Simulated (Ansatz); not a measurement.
A structure relaxed at PBE0-D4/def2-TZVP, charge 0, multiplicity 1:

```xyz
12

F     1.9737   -1.3987    0.1835
C     1.7899   -0.0610   -0.0527
C     0.3791    0.3248    0.3182
F     0.2981    1.6995    0.2922
O    -0.4860   -0.2065   -0.6216
C    -1.8139   -0.1816   -0.2842
F    -2.0601   -1.0554    0.7168
F    -2.4878   -0.5833   -1.3594
H     2.4894    0.5114    0.5609
H     1.9598    0.1467   -1.1123
H     0.1196   -0.0034    1.3300
H    -2.1619    0.8076    0.0288
```

(1) Give its formula and SMILES.

(2) Summarise the bond lengths by kind.

Results:

(1) C3H4F4O, `FCC(F)OC(F)F`.

(2) 4 × C–F 1.331 to 1.377 Å; 1 × C–C 1.509 Å; 4 × C–H 1.092 to 1.095 Å; 2 × C–O 1.370 to 1.384 Å.

All numbers were calculated with Ansatz.
